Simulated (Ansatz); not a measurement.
The cluster GeSb₅⁻. Charge -1, multiplicity 1. Geometry PBE-D4/def2-SVPD; atoms count from 1.

```csv
atom,x (Å),y (Å),z (Å)
Sb1,-0.186,1.505,1.149
Sb2,1.496,0.340,-1.126
Sb3,-1.807,-0.987,1.077
Sb4,-0.249,-2.067,-1.031
Sb5,-0.150,2.564,-1.425
Ge6,0.895,-1.355,1.356
```

In the def2 sets Sb takes a core potential; there is no spin–orbit coupling. The structure comes from a short search, and lower isomers may exist.

(1) Estimate the Mulliken populations from the PBE0/def2-TZVPD orbitals of Ansatz.

(2) And the Mayer bond orders between bonded heavy atoms (over 0.3)?

Answers

(1) 
| atom | charge (e) |
| --- | --- |
| Sb1 | 0.01 |
| Sb2 | 0.01 |
| Sb3 | -0.15 |
| Sb4 | -0.15 |
| Sb5 | -0.35 |
| Ge6 | -0.36 |
Mulliken values and Mayer orders depend strongly on the basis. With diffuse functions, as here, like atoms can get unlike values, and bond orders can come out too low or too high.

(2) Sb1–Sb2 0.63 (3.06 Å); Sb1–Sb3 0.82 (2.97 Å); Sb1–Sb5 1.09 (2.78 Å); Sb1–Ge6 0.42 (3.06 Å); Sb2–Sb4 0.82 (2.97 Å); Sb2–Sb5 1.09 (2.78 Å); Sb2–Ge6 0.42 (3.06 Å); Sb3–Sb4 0.97 (2.84 Å); Sb3–Ge6 0.90 (2.74 Å); Sb4–Ge6 0.90 (2.74 Å).
